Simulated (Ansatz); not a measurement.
trans-CrF2(H2O)4 (CrO₄F₂H₈), relaxed as a singlet with RKS B3LYP-D4/def2-SVP in Ansatz, starting from the B3LYP-D4/def2-SVP geometry of the neutral triplet. Force threshold 0.02 eV/Å.

The restricted singlet is unstable towards broken spin symmetry in Hartree–Fock (as tested in another run); at B3LYP-D4/def2-SVP this wasn't settled. The relaxation made no stability test and no search for a lower SCF solution. The name describes the triplet; other states may take another shape. At B3LYP-D4/def2-SVP a quintet of charge 0 lies 2.86 eV below the restricted singlet, each at its own geometry.

Start:

```xyz
15

Cr    0.0000   -0.0002   -0.0006
F    -1.6265    0.5493    0.9082
F     1.6271   -0.5493   -0.9089
O    -0.7121    1.9464   -0.9526
H    -0.2216    2.7280   -0.6638
H    -1.3849    1.7710   -0.2438
O     0.7142   -1.9449    0.9533
H     1.3835   -1.7721    0.2408
H     0.2207   -2.7260    0.6684
O    -0.6698   -0.7091   -1.9303
H     0.2955   -0.8113   -2.1004
H    -0.9205    0.1132   -2.3813
O     0.6702    0.7076    1.9297
H     0.9193   -0.1144    2.3822
H    -0.2951    0.8117    2.0993
```

```
step  energy (eV)  largest force component (eV/Å)  SCF passes
   1  -42162.9810                           0.329          37
   2  -42162.9969                           0.100          47
   3  -42163.0029                           0.065          40
   4  -42163.0085                           0.054          47
   5  -42163.0117                           0.033          49
   6  -42163.0124                           0.029          50
   7  -42163.0127                           0.016          46
```

Force components are those of the run's own axes.

End:

```
atom   x (Å)   y (Å)   z (Å)
 Cr1   0.000   0.000   0.000
  F2  -1.635   0.585   0.929
  F3   1.635  -0.585  -0.930
  O4  -0.695   1.859  -0.927
  H5  -0.209   2.656  -0.676
  H6  -1.378   1.712  -0.211
  O7   0.695  -1.859   0.927
  H8   1.378  -1.712   0.211
  H9   0.209  -2.656   0.677
 O10  -0.664  -0.690  -1.915
 H11   0.303  -0.804  -2.078
 H12  -0.897   0.141  -2.359
 O13   0.664   0.689   1.915
 H14   0.896  -0.142   2.360
 H15  -0.303   0.805   2.078
```

By distances, no bond broke or formed. The bond that changes most is Cr1–O4, from 2.28 to 2.19 Å (atoms count from 1).

No frequencies were taken in this run, so the end may be a saddle point.

Run time 18 s (4 threads of Intel Xeon 6975P-C on a shared host).
